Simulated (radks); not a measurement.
Species: Br4+. Configuration: [Ar] 3d10 4s2 4p1. Calculated with a radial shooting solver on a logarithmic mesh with Libxc functionals: Dirac Kohn-Sham, PBEsol, spin-unpolarised, spherical densities, point nucleus; open shells are shared between the two j in proportion to 2j + 1.

Normalised radial functions P(r) = r R(r) (large component), r in bohr:

r          3d3/2    4s1/2
0.003154  0.0000   0.0598
0.004668  0.0001   0.0826
0.006908  0.0003   0.1108
0.01022   0.0008   0.1421
0.01525   0.0023   0.1700
0.02257   0.0067   0.1780
0.0334    0.0190   0.1428
0.04943   0.0510   0.0393
0.07316   0.1276  -0.1291
0.1083    0.2893  -0.2827
0.1602    0.5731  -0.2547
0.2371    0.9496   0.0607
0.3509    1.2541   0.4358
0.5194    1.2554   0.3664
0.7748    0.9027  -0.2834
1.147     0.4428  -0.8758
1.697     0.1299  -0.8221
2.511     0.0177  -0.3408
3.717     0.0008  -0.0534
5.501     0.0000  -0.0022

3d3/2: eigenvalue -121.19 eV, 0 radial nodes, <r> = 0.583 bohr, 90 % of the charge inside 0.959 bohr. 4s1/2: eigenvalue -67.355 eV, 3 radial nodes at r = 0.0548, 0.224, 0.667 bohr, <r> = 1.50 bohr, 90 % of the charge inside 2.18 bohr.
